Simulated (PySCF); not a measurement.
HfO2, optimised at GFN2-xTB:

```xyz
3

O      0.7397     0.1890    -1.6897
Hf    -0.0561    -0.0714    -0.1143
O     -1.0483    -1.5538    -0.0837
```

Method: PySCF energies (xtb for GFN2) plus ideal-gas RRHO corrections (1 bar). All species are closed-shell singlets. Hf: scalar-relativistic def2 core potential, no spin-orbit coupling.

Task: List the harmonic frequencies (cm⁻¹, unscaled) at this level and at the other levels, each on its own geometry.

Result: 
- GFN2-xTB: 174, 673, 689
- PBE/def2-SVP: 298, 804, 879
- PBE0/def2-TZVP: 298, 848, 932
